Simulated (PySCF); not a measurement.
Compound: C6H6ClP.
SMILES: `Cc1cc(Cl)ccp1`

Level of theory: TDDFT B3LYP/def2-SVPD, vertical, gas phase, core orbitals frozen in the response in PySCF 2.14.0, density-fitted response routines. Isolated species at its GFN2-xTB geometry, gas phase.

Computed states:

| state | E (eV) | f |
| --- | --- | --- |
| S1 | 4.53 | 0.018 |
| S2 | 4.83 | 0.188 |
| S3 | 4.98 | 0.015 |
| S4 | 5.29 | 0.0003 |
| S5 | 5.69 | 0.248 |
| S6 | 5.98 | 0.0003 |
| S7 | 6.07 | 0.0000 |
| S8 | 6.27 | 0.436 |

Broadening: Gaussians 0.4 eV wide at half height, area fixed by f = 4.319×10⁻⁹ ∫ε dν̃. The width is an assumption, not a result. The curve ends short of the highest state used, and states not computed would add to its high-energy end.

Task: Give the broadened spectrum and its maxima.

Result: 
```csv
λ (nm),ε (L mol⁻¹ cm⁻¹)
218.6,16659
222.8,12519
227.0,6589
231.2,2674
235.5,1454
239.7,2431
243.9,5183
248.2,9099
252.4,12413
256.6,13598
260.8,12256
265.1,9296
269.3,6259
273.5,3902
277.7,2351
282.0,1379
286.2,799
290.4,441
294.6,227
298.9,106
303.1,46
307.3,19
311.5,7
315.8,2
```

Maxima: 256 nm (4.84 eV), ε about 14000, made up of S2 (93%) (ε in L mol⁻¹ cm⁻¹; maxima over ε = 5, shares over 10%). At its high-energy end, 5.67 eV, the curve is still rising (ε about 17000, from S5).

Task: What would ε be at 4.84 eV, the highest of these maxima, with half the width (0.2 eV)?

Result: About 25800 L mol⁻¹ cm⁻¹ against 13600, a factor of about 1.9; a lone state at its own centre would give exactly 2.

Task: Coming from long wavelengths, where does ε first pass 100 L mol⁻¹ cm⁻¹?

Result: At about 299 nm (4.14 eV), 0.38 eV below S1.

Task: On this curve, what absorbance would a 10⁻⁵ mol/L sample give at 254 nm over a 1 cm path?

Result: 254 nm is 4.881 eV, where ε is about 13000 L mol⁻¹ cm⁻¹, so A = ε c l ≈ 0.13 (Beer–Lambert, with the gas-phase spectrum and the assumed width).
